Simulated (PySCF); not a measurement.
Compound: Ge2H6Se.
Z-matrix (Å and degrees, PBE0-D3(BJ)/def2-SVP geometry), rows numbered from 1:
```
Ge
Se  1  2.3568
Ge  2  2.3544  1   95.98
H   1  1.5395  2  110.42  3    67.92
H   1  1.5361  2  106.22  3  -172.44
H   1  1.5396  2  109.74  3   -52.96
H   3  1.5398  2  110.45  1   -65.04
H   3  1.5363  2  105.30  1   175.47
H   3  1.5398  2  110.07  1    56.00
```

Computed, not measured: PySCF 2.14.0, PBE0-D3(BJ)/def2-SVP geometry optimisation, gas phase.

Masses are those of the commonest isotopes; rigid-rotor values at the optimised geometry. 

(1) Give the principal moments of inertia and the rotational constants in MHz.

(2) What kind of rotor is it?

(3) What does the inertial defect say?

(4) Give the other two planar moments, Paa and Pbb, and the rms extents of the mass along the axes.

(5) Give the coordinates in the principal-axis frame, origin at the centre of mass.

(6) Which types of transition are allowed, and where do some lines up to J = 5 fall?

## Answers

(1) Ia = 143.67, Ib = 489.21, Ic = 620.13 u·Å²; 505379 MHz·u·Å²/I gives A = 3518, B = 1033, C = 815.0 MHz.

(2) An asymmetric top. Ray's parameter κ = (2B − A − C)/(A − C) = -0.839; −1 is the prolate and +1 the oblate limit.

(3) Not planar: Δ = Ic − Ia − Ib = -12.75 u·Å². For a rigid frame Δ = −2 Σ m c², so Σ m c² = 6.37 u·Å² lies off the ab plane, practically all of it from hydrogen. The atom farthest from that plane is 1.34 Å away.

(4) Paa = Σ m a² = (Ib + Ic − Ia)/2 = 482.84 and Pbb = Σ m b² = (Ia + Ic − Ib)/2 = 137.29 u·Å². With the mass M = 233.81 u, the rms extents √(P/M) along a, b and c are 1.44, 0.77, 0.17 Å.

(5) The sense of each axis is arbitrary; atoms in the order of the calculation.
```json
{"atom": "Ge1", "mass (u)": "73.921", "a (Å)": "1.751", "b (Å)": "0.530", "c (Å)": "0.000"}
{"atom": "Se2", "mass (u)": "79.917", "a (Å)": "-0.002", "b (Å)": "-1.046", "c (Å)": "0.000"}
{"atom": "Ge3", "mass (u)": "73.921", "a (Å)": "-1.749", "b (Å)": "0.532", "c (Å)": "0.000"}
{"atom": "H4", "mass (u)": "1.008", "a (Å)": "1.788", "b (Å)": "1.292", "c (Å)": "1.337"}
{"atom": "H5", "mass (u)": "1.008", "a (Å)": "3.048", "b (Å)": "-0.271", "c (Å)": "-0.194"}
{"atom": "H6", "mass (u)": "1.008", "a (Å)": "1.554", "b (Å)": "1.526", "c (Å)": "-1.157"}
{"atom": "H7", "mass (u)": "1.008", "a (Å)": "-1.741", "b (Å)": "1.344", "c (Å)": "1.308"}
{"atom": "H8", "mass (u)": "1.008", "a (Å)": "-3.040", "b (Å)": "-0.294", "c (Å)": "-0.117"}
{"atom": "H9", "mass (u)": "1.008", "a (Å)": "-1.600", "b (Å)": "1.486", "c (Å)": "-1.199"}
```

(6) The dipole components are |μa| = 0.01 D, |μb| = 1.23 D, |μc| = 0.01 D. Intensities carry the squares of the components, which stand as 0.00 : 1.00 : 0.00 (a : b : c). Some lines, for components of 0.1 D or more:

| type | branch | J(Ka,Kc) | MHz | lower level (cm⁻¹) |
| --- | --- | --- | --- | --- |
| b | Q | 2(1,1) ← 2(0,2) | 2935 | 0.184 |
| b | Q | 4(1,3) ← 4(0,4) | 3849 | 0.610 |
| b | R | 1(1,1) ← 0(0,0) | 4333 | 0.000 |
| b | Q | 5(1,4) ← 5(0,5) | 4588 | 0.909 |
| b | Q | 5(2,3) ← 5(1,4) | 6670 | 1.062 |
| b | Q | 3(2,1) ← 3(1,2) | 7204 | 0.478 |
| b | Q | 2(2,0) ← 2(1,1) | 7468 | 0.282 |
| b | Q | 2(2,1) ← 2(1,2) | 8108 | 0.261 |
| b | Q | 3(2,2) ← 3(1,3) | 8444 | 0.434 |
| b | R | 5(1,5) ← 4(0,4) | 10312 | 0.610 |
| b | R | 2(2,1) ← 1(1,0) | 11368 | 0.152 |
| b | R | 2(2,0) ← 1(1,1) | 11600 | 0.145 |
| b | Q | 4(3,1) ← 4(2,2) | 12815 | 0.969 |
| b | Q | 3(3,1) ← 3(2,2) | 12977 | 0.716 |
| b | R | 3(2,1) ← 2(1,2) | 13721 | 0.261 |
| b | Q | 4(4,1) ← 4(3,2) | 18133 | 1.396 |
| b | R | 3(3,1) ← 2(2,0) | 18507 | 0.531 |
| b | R | 3(3,0) ← 2(2,1) | 18522 | 0.531 |
| b | R | 5(2,3) ← 4(1,4) | 18567 | 0.665 |
| b | R | 4(3,2) ← 3(2,1) | 20327 | 0.718 |
| b | R | 4(3,1) ← 3(2,2) | 20399 | 0.716 |
| b | R | 5(3,2) ← 4(2,3) | 22311 | 0.962 |
| b | R | 4(4,0) ← 3(3,1) | 25551 | 1.149 |
| b | R | 5(4,1) ← 4(3,2) | 27403 | 1.396 |
| b | R | 5(5,1) ← 4(4,0) | 32586 | 2.001 |
| b | R | 5(5,0) ← 4(4,1) | 32586 | 2.001 |

PBE0-D3(BJ)/def2-SVP frequencies: not computed here. Zero-point vibration and centrifugal distortion are left out. A rigid rotor knows nothing of internal rotation, which can split or shift real lines.
